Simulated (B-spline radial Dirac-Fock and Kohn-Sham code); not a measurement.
**Isotope-shift constants of the inner levels of P⁵⁺**

System: the P⁵⁺ ion, [He] 2s2 2p6.

Input of the calculation (task.json; shells as n, l, electrons):

```json
{"items": [{
  "Z": 15,
  "q": 5,
  "cfg": [[1, 0, 2], [2, 0, 2], [2, 1, 6]],
  "A": 31,
  "rrms": 3.1889,
  "do": "isoshift",
  "isotopes": [[31, 30.97376199768, 3.1889]]
}]}
```

Command: `python xray2_run.py task.json out`

Level of theory: first-order field-shift and mass-shift constants from Dirac-Fock ground and hole states with a Fermi nucleus; the mass shift has no relativistic recoil terms; a radial finite-basis atomic code. A binding energy shifts by δE = F·δ⟨r²⟩ + (K_N + K_S)·δ(1/M); F is taken for a change of radius at fixed skin thickness and so holds the higher radial moments.

```
     level  F (meV/fm²)  K_N (meV u)  K_S (meV u)
    K (1s)      -0.3130        -1229        320.1
   L1 (2s)     -0.02373       -152.3       -36.56
L2 (2p1/2)     0.003306       -120.6        88.45
L3 (2p3/2)     0.003310       -120.1        86.97
```
